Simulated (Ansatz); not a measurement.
`C[Si](C)(C)[Si](C)(C)[Si](C)(C)C`. The state is a singlet with charge 0. Geometry PBE-D4/def2-SVP.

```xyz
35

C    -0.739    1.591   -2.230
Si   -0.543    1.868   -0.358
C    -2.262    1.907    0.456
C     0.315    3.542   -0.067
Si    0.756    0.151    0.601
C     2.577    0.360    0.057
C     0.645    0.283    2.505
Si   -0.001   -1.977   -0.075
C    -1.886   -2.115    0.143
C     0.845   -3.310    0.988
C     0.445   -2.270   -1.900
H    -1.284    2.435   -2.703
H    -1.306    0.661   -2.440
H     0.249    1.504   -2.729
H    -2.888    2.717    0.026
H    -2.178    2.087    1.547
H    -2.799    0.948    0.312
H     0.450    3.738    1.017
H     1.317    3.566   -0.542
H    -0.283    4.376   -0.491
H     2.668    0.301   -1.047
H     2.979    1.343    0.380
H     3.221   -0.431    0.494
H     0.999    1.273    2.861
H    -0.402    0.153    2.848
H     1.263   -0.497    2.996
H    -2.241   -3.139   -0.101
H    -2.188   -1.892    1.187
H    -2.419   -1.404   -0.522
H     1.948   -3.259    0.889
H     0.523   -4.328    0.682
H     0.595   -3.184    2.062
H    -0.028   -1.513   -2.559
H     0.109   -3.274   -2.236
H     1.542   -2.212   -2.054
```

B3LYP takes the VWN-RPA correlation. Single mean-field runs in def2-TZVP are fitted with def2-universal-jkfit.

Task: Estimate the orbital energies around the gap (eV) in Ansatz with HF/STO-3G, HF/6-31G, r2SCAN-D4/def2-TZVP, B3LYP-D4/6-31G, PBE0-D4/def2-SVP.

Result: 
```
orbital  HF/STO-3G  HF/6-31G  r2SCAN-D4/def2-TZVP  B3LYP-D4/6-31G  PBE0-D4/def2-SVP
 HOMO−9     -13.40    -14.37                -9.56          -10.32            -10.63
 HOMO−8     -13.28    -14.23                -9.43          -10.20            -10.49
 HOMO−7     -13.21    -14.15                -9.37          -10.14            -10.43
 HOMO−6     -10.43    -11.85                -7.71           -8.40             -8.72
 HOMO−5     -10.12    -11.58                -7.50           -8.17             -8.49
 HOMO−4      -9.98    -11.40                -7.36           -8.01             -8.35
 HOMO−3      -9.95    -11.39                -7.35           -8.00             -8.33
 HOMO−2      -9.64    -11.11                -7.20           -7.79             -8.17
 HOMO−1      -8.38     -9.99                -6.43           -7.03             -7.32
   HOMO      -7.15     -8.86                -5.67           -6.26             -6.49
   LUMO      10.09      4.29                -0.10            1.11              0.74
 LUMO+1      11.51      4.32                -0.04            1.13              0.81
 LUMO+2      12.31      4.80                 0.43            1.41              1.08
 LUMO+3      12.80      5.46                 1.17            2.11              1.93
 LUMO+4      14.01      5.86                 1.20            2.48              2.10
 LUMO+5      14.09      6.30                 1.48            2.68              2.28
```
